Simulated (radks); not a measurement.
Results of a calculation; reference values are marked as such.
Ne6+, configuration [He] 2s2. Level of theory: scalar-relativistic Kohn-Sham, PBEsol, spin-polarised, spherical densities, finite nucleus; Fermi nuclear charge, rms radius 3.0055 fm (a radial shooting solver on a logarithmic mesh with Libxc functionals). Some entries of the table are withheld. Estimate them.

orbital,occ.,eigenvalue (eV),r(max) (bohr),<r> (bohr)
1s,2,-1039.038,(1),(2)
2s,2,-191.9813,0.6018,0.7091
2p,0,(3),0.5001,0.6339
3s,0,(4),(5),(6)

Answer. 
(1) 1s r(max) (bohr): 0.1026
(2) 1s <r> (bohr): 0.1572
(3) 2p eigenvalue (eV): -173.6377
(4) 3s eigenvalue (eV): -72.5220
(5) 3s r(max) (bohr): 1.642
(6) 3s <r> (bohr): 1.739
